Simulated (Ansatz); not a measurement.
Relaxation of CH$_{5}$AlBFOSi (11 atoms, charge 0, multiplicity 1), to a largest force component of 0.02 eV/Å in at most 40 steps.

Computed with Ansatz, RKS PBE0/STO-3G.

```xyz
11
Properties=species:S:1:pos:R:3:forces:R:3
F -1.228 -1.071 1.224 -1.50 0.02 1.62
C -0.861 -0.641 -0.046 -1.72 1.84 0.86
Si 0.240 -1.818 -0.771 2.98 -1.09 -0.23
O 1.362 -0.457 -0.570 -1.82 3.35 1.42
B 0.299 0.481 0.022 3.41 -3.30 -1.97
Al 0.388 2.438 0.751 0.11 0.49 0.34
H -1.668 -0.354 -0.712 -1.43 0.24 -0.04
H 0.047 -2.085 -2.182 0.22 -0.60 0.04
H 0.646 -2.892 0.201 -0.36 0.49 -1.32
H 1.766 3.234 0.712 -1.55 -0.70 0.08
H -0.926 3.107 1.390 1.65 -0.74 -0.81
```

Q: Where does it end, and by what steps?

A: The forces met the threshold. Limits of this set-up: minimal basis. After 23 steps the energy has fallen by 1.597 eV; H11 moved furthest, 1.51 Å.

| step | energy less start (eV) | largest force component (eV/Å) | accepted |
| --- | --- | --- | --- |
| 0 | 0.0000 | 3.412 | yes |
| 1 | -1.2066 | 2.765 | yes |
| 2 | -1.4347 | 0.874 | yes |
| 3 | -1.4054 | 2.500 | no |
| 4 | -1.4850 | 0.201 | yes |
| 5 | -1.4981 | 0.199 | yes |
| 6 | -1.5024 | 0.258 | yes |
| 7 | -1.5053 | 0.104 | yes |
| 8 | -1.5073 | 0.103 | yes |
| 9 | -1.5099 | 0.268 | yes |
| 10 | -1.5153 | 0.201 | yes |
| 11 | -1.5305 | 0.087 | yes |
| 12 | -1.5402 | 0.326 | yes |
| 13 | -1.5483 | 0.358 | yes |
| 14 | -1.5621 | 0.439 | yes |
| 15 | -1.5863 | 0.143 | yes |
| 16 | -1.5931 | 0.136 | yes |
| 17 | -1.5920 | 0.232 | no |
| 18 | -1.5813 | 0.364 | no |
| 19 | -1.5955 | 0.028 | yes |
| 20 | -1.5960 | 0.106 | yes |
| 21 | -1.5967 | 0.056 | yes |
| 22 | -1.5970 | 0.042 | yes |
| 23 | -1.5972 | 0.011 | yes |

```xyz
11
Properties=species:S:1:pos:R:3
F -1.207 -1.105 1.571
C -0.895 -0.704 0.267
Si 0.280 -1.714 -0.849
O 1.020 -0.123 -0.977
B 0.221 0.472 -0.037
Al 0.426 2.345 0.703
H -1.840 -0.492 -0.286
H -0.122 -2.230 -2.145
H 1.204 -2.645 -0.233
H 1.267 2.624 1.920
H -0.291 3.516 0.086
```

Time of the run: 69 s on 1 thread of Arm Neoverse V2, with other jobs on the host, peak memory 0.2 GiB.
